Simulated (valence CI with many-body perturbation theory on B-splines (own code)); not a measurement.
Forbidden lines of Hg¹⁴⁺

Calculated by relativistic CI+MBPT: six valence electrons over a frozen Dirac-Fock core [Kr] 4d10 4f14, a basis of 9 s, 9 p, 8 d, 6 f, 3 g, 1 h functions for each j, with the one-electron correlation potential Σ1 (screened to all orders), the two-electron term Σ2, the three-electron term Σ3, Breit, model QED; selected single and double excitations, second order for the rest, scaled by the run's own slope (own B-spline code, finite nucleus).

No measured levels were compared; by estimate levels hold to about 250 cm⁻¹ or 0.2 % of their energy and the worst to 1 %, as in measured heavy ions of charge 2 to 7. Only levels of the ground parity were solved; by the run's estimate the other parity begins above the list, which can be wrong where configurations are misplaced.

Lines 1 to 7 of 7 in falling wavelength, among levels below 202040 cm⁻¹, chosen from the decays that carry over 1 % of a level's rate. Wavelengths and rates use the calculated energies, so an error of 400 cm⁻¹ moves a line at 3272 Å by 1.3 % and its rate by three times that or more. Electric multipoles are in the length gauge, E1 and E2 with the static RPA response of the core. Weak lines are less certain than strong ones. Lines between different terms over intervals too small for the method are left out, as are lines whose strength nearly cancels.

Levels are named by their leading jj configuration (3d3/2^4 stands for four electrons in 3d with j = 3/2), which in mixed levels can hold well under half, so a name can repeat and another be missing.

```tsv
λ vac (Å)	Upper	Lower	Type	A (s⁻¹)	Branch %
3272	(5s^2 5p1/2^2 5p3/2^2) J=0	(5s^2 5p1/2^2 5p3/2^2) J=2	E2	1.99e+00	100.0
677.8	(5s^2 5p1/2 5p3/2^3) J=1	(5s^2 5p1/2^2 5p3/2^2) J=0	M1	2.34e+04	20.0
610.8	(5s^2 5p1/2 5p3/2^3) J=2	(5s^2 5p1/2^2 5p3/2^2) J=0	E2	7.70e+02	1.2
561.5	(5s^2 5p1/2 5p3/2^3) J=1	(5s^2 5p1/2^2 5p3/2^2) J=2	M1	9.01e+04	77.2
561.5	(5s^2 5p1/2 5p3/2^3) J=1	(5s^2 5p1/2^2 5p3/2^2) J=2	E2	3.25e+03	2.8
514.7	(5s^2 5p1/2 5p3/2^3) J=2	(5s^2 5p1/2^2 5p3/2^2) J=2	M1	5.91e+04	89.8
514.7	(5s^2 5p1/2 5p3/2^3) J=2	(5s^2 5p1/2^2 5p3/2^2) J=2	E2	5.90e+03	9.0
```
